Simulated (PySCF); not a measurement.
Bonds (- single, = double, # triple, : aromatic): C1-C2, C2=O3, C2-C4, C4:C5, C5:C6, C6-C7, C6:C8, C8:N9, N9:N10, N10:C4. C1 carries H11, H12, H13; C5 carries H14; C7 carries H15, H16, H17; C8 carries H18.

Level of theory: NMR shieldings at PBE0/pcSseg-1/GIAO, coordinates at the GFN2-xTB level, in PySCF (isolated molecule, no relativistic terms, rapidly exchanging positions averaged, one conformer).

References, each an isolated molecule treated in the same way: TMS for ¹³C and ¹H; ¹⁷O vs H2O; NH3 for ¹⁵N.

```tsv
atoms	nucleus	count	Hirshfeld charge	δ (ppm)
H18	¹H	1	0.06	?
O3	¹⁷O	1	-0.23	?
C7	¹³C	1	-0.11	?
H11/H12/H13	¹H	3	0.05	3.13
H15/H16/H17	¹H	3	0.06	2.54
H14	¹H	1	0.06	8.22
C6	¹³C	1	0.03	142.1
C2	¹³C	1	0.16	205.6
C1	¹³C	1	-0.13	30.3
C8	¹³C	1	0.02	158.0
N10	¹⁵N	1	-0.08	456.0
C5	¹³C	1	-0.03	?
N9	¹⁵N	1	-0.11	461.6
C4	¹³C	1	0.04	158.4
```

Fill in the missing shifts.

Results:


- C5: 130.0 ppm, aromatic CH; the aromatic region
- C7: 20.6 ppm, methyl carbon on an aromatic ring; saturated and bonded to C and H only
- H18: 9.52 ppm, hydrogen on an aromatic CH next to a ring nitrogen; ring current plus the neighbouring ring nitrogen
- O3: 657.0 ppm, ketone oxygen

Shifts are as computed. Against solution values, carbons near 30 ppm lie about +3 ppm off and those near 130 ppm about +5 ppm. Of 1211 compounds with measured shifts, 218 miss one by over three times the rms of a fit or turn the order of signals round; such compounds aren't used in these exercises. Unscaled 17O shifts of doubly bonded oxygen tend to come out too high, by tens of ppm or more. Experimental scales use liquid or dissolved standards, which lie at an offset from isolated NH3 (liquid NH3: subtract about 20 ppm) and H2O (liquid H2O: subtract about 36 ppm). Unscaled 15N shifts of sp2 nitrogen come out 20 to 40 ppm too high even then.
